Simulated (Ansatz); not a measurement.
Computed with Ansatz on PBE0-D4/def2-TZVP structures; ΔE is electronic, products minus reactants. CCSD(T)/CBS adds triple-zeta CCSD(T) − MP2 to the extrapolated MP2 energy (def2 sets, frozen cores). This one scheme is used for every species. DFT in def2-TZVPP. B3LYP here is the variant with VWN-RPA as its local correlation; programs differ in this. For Ge outer-core shells are correlated without core-valence functions, which leaves a few kJ/mol of doubt a bond. Scalar relativity is left out up to krypton. Each species was taken in one conformer, which may not be the lowest.

`[CH3][GeH]([F])[CH]=O` + `N[SiH3]` → `N[SiH2]C=O` + `[CH3][GeH2][F]`  (formal exchange of groups at a C–Ge bond)

**Question.** Is it downhill or uphill in electronic energy at CCSD(T)/CBS, and by how much? (Best estimate.)

**Answer.** Ansatz gave: Downhill: ΔE = -8.4 kJ/mol.

**Question.** What do these levels give: r2SCAN-D4, B3LYP-D4, B2PLYP, r2SCAN, PBE0, B3LYP, SCS-MP2/def2-TZVPP, CCSD/def2-TZVPP, HF/def2-QZVPP, HF/CBS(def2), MP2/CBS(def2), CCSD/CBS(def2)? (Best estimate.)

**Answer.** Ansatz gave: r2SCAN-D4 -8.6, B3LYP-D4 -7.3, B2PLYP -6.4, r2SCAN -8.7, PBE0 -8.8, B3LYP -6.8, SCS-MP2/def2-TZVPP -4.1, CCSD/def2-TZVPP -5.3, HF/def2-QZVPP -9.6, HF/CBS(def2) -9.7, MP2/CBS(def2) -8.1, CCSD/CBS(def2) -9.0 kJ/mol.

Largest T1 diagnostic among the species: 0.014.

In def2-TZVPP, CCSD(T) changes the Hartree–Fock value by +3.8 kJ/mol (the triples alone add +0.6 kJ/mol) and MP2 by +4.1 kJ/mol.
